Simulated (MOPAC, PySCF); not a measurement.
[Cd(Cl)2], neutral singlet in the gas phase. 

Cartesian coordinates (Å):
```xyz
3

Cd     0.0000     0.0000     0.0000
Cl     0.2493     1.2942     1.8715
Cl    -0.2493    -1.2942    -1.8715
```
Charge 0, spin multiplicity 1.

All levels are single points at this geometry (TPSS-D3(BJ)/def2-SVP); Pople sets use spherical d functions. Orbital energies aren't observables, and empty levels follow the basis.

```csv
level,HOMO (eV),LUMO (eV),gap (eV),dipole (D),"vertical IE, Delta-SCF (eV)"
PBE-D3(BJ)/def2-TZVP in PySCF,-7.52,-3.23,4.29,0.00,–
TPSSh-D3(BJ)/def2-TZVP in PySCF,-8.15,-2.72,5.43,0.00,–
BP86/6-31G* (LANL2DZ on Cd) in PySCF,-7.58,-3.33,4.25,0.00,–
M06-2X/6-31G* (LANL2DZ on Cd) in PySCF,-10.17,-1.72,8.45,0.00,–
SVWN5/6-31G* (LANL2DZ on Cd) in PySCF,-7.63,-3.49,4.14,0.00,–
PM3 in MOPAC,-11.20,-1.11,10.09,0.00,–
```
